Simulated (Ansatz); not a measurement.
Ansatz (a first-principles code) input (B3LYP-D3(BJ)/def2-TZVP):

Ansatz 0.2 input:
```yaml
crystal:
  periodic: [false, false, false]
  atoms:
    - {symbol: Be, position_ang: [0.15407420, 0.14286627, 0.01800058]}
    - {symbol: H, position_ang: [0.21621437, -0.96451612, 0.86310910]}
    - {symbol: H, position_ang: [-0.83251117, 0.39305104, -0.93511142]}
basis:
  gaussian:
    orbitals: def2-TZVP
hamiltonian:
  xc: b3lyp
  dispersion: d3bj
total_charge: -1
magnetization: {spin_polarized: true, initial_magnetization: 1}
phonons: {temperatures: {t_min: 298.15, t_max: 298.15, t_step: 100}}
```

Output:

```
Functional definition: B3LYP
integrals: 0.00 GiB planned
229 factors; their error is unknown
mean field: 0.07 GiB planned
mean field evaluation 1: about -432.3821 eV, gradient 4.8e0 eV
mean field evaluation 2: about -432.5729 eV, gradient 1.7e0 eV
mean field evaluation 4: about -432.6037 eV, gradient 1.1e-1 eV
mean field evaluation 8: about -432.6008 eV, gradient 1.2e-2 eV
mean field evaluation 16: about -432.6008 eV, gradient 2.5e-5 eV
mean field -432.60080341 eV, -15.8977862979 hartree, gradient 2.5e-5 eV, S^2 0.750865; 1 other end points of the search recorded, 0 dependent functions left out
the calculation of the forces begins
reference -432.60100074 eV, -15.8977935498 hartree; 4, 3 occupied and 27, 28 virtual orbitals, 229 factors
these checks for a lower state are left out or cut short: stability, starts, cluster_reference, orbital_swaps, neighbouring_geometries, increment
integrals: 0.00 GiB planned
229 factors; their error is unknown
mean field: 0.07 GiB planned
mean field -432.60077718 eV, -15.8977853341 hartree, gradient 2.1e-6 eV, S^2 0.750865; 0 other end points of the search recorded, 0 dependent functions left out
the calculation of the forces begins
reference -432.60097465 eV, -15.8977925908 hartree; 4, 3 occupied and 27, 28 virtual orbitals, 229 factors
these checks for a lower state are left out or cut short: stability, starts, cluster_reference, orbital_swaps, neighbouring_geometries, increment
integrals: 0.00 GiB planned
229 factors; their error is unknown
mean field: 0.07 GiB planned
mean field evaluation 32: about -432.6008 eV, gradient 2.5e-6 eV
mean field -432.60078229 eV, -15.8977855218 hartree, gradient 2.0e-6 eV, S^2 0.750866; 0 other end points of the search recorded, 0 dependent functions left out
the calculation of the forces begins
reference -432.60097949 eV, -15.8977927689 hartree; 4, 3 occupied and 27, 28 virtual orbitals, 229 factors
these checks for a lower state are left out or cut short: stability, starts, cluster_reference, orbital_swaps, neighbouring_geometries, increment
integrals: 0.00 GiB planned
229 factors; their error is unknown
mean field: 0.07 GiB planned
mean field -432.60079616 eV, -15.8977860316 hartree, gradient 1.1e-6 eV, S^2 0.750866; 0 other end points of the search recorded, 0 dependent functions left out
the calculation of the forces begins
reference -432.60099355 eV, -15.8977932853 hartree; 4, 3 occupied and 27, 28 virtual orbitals, 229 factors
these checks for a lower state are left out or cut short: stability, starts, cluster_reference, orbital_swaps, neighbouring_geometries, increment
integrals: 0.00 GiB planned
229 factors; their error is unknown
mean field: 0.07 GiB planned
mean field -432.60079293 eV, -15.8977859127 hartree, gradient 3.0e-6 eV, S^2 0.750864; 0 other end points of the search recorded, 0 dependent functions left out
the calculation of the forces begins
reference -432.60099021 eV, -15.8977931628 hartree; 4, 3 occupied and 27, 28 virtual orbitals, 229 factors
these checks for a lower state are left out or cut short: stability, starts, cluster_reference, orbital_swaps, neighbouring_geometries, increment
integrals: 0.00 GiB planned
229 factors; their error is unknown
mean field: 0.07 GiB planned
mean field -432.60079107 eV, -15.8977858443 hartree, gradient 1.8e-6 eV, S^2 0.750865; 0 other end points of the search recorded, 0 dependent functions left out
the calculation of the forces begins
reference -432.60098827 eV, -15.8977930914 hartree; 4, 3 occupied and 27, 28 virtual orbitals, 229 factors
these checks for a lower state are left out or cut short: stability, starts, cluster_reference, orbital_swaps, neighbouring_geometries, increment
integrals: 0.00 GiB planned
229 factors; their error is unknown
mean field: 0.07 GiB planned
mean field -432.60078885 eV, -15.8977857628 hartree, gradient 1.8e-6 eV, S^2 0.750865; 0 other end points of the search recorded, 0 dependent functions left out
the calculation of the forces begins
reference -432.60098631 eV, -15.8977930195 hartree; 4, 3 occupied and 27, 28 virtual orbitals, 229 factors
Total energy: -432.62732390 eV, -15.8987609081 hartree
Atom 0 at     0.154074     0.142866     0.018001 Å, force    -0.000207    -0.000192    -0.000024 eV/Å
Atom 1 at     0.216214    -0.964516     0.863109 Å, force     0.000113     0.000084     0.000028 eV/Å
Atom 2 at    -0.832511     0.393051    -0.935111 Å, force     0.000094     0.000108    -0.000004 eV/Å
Dipole moment:    -0.307043    -0.284708    -0.035872 e Å
Vibrations: 782.21 1724.78 1809.64 cm⁻¹, zero-point energy 0.267597 eV
```
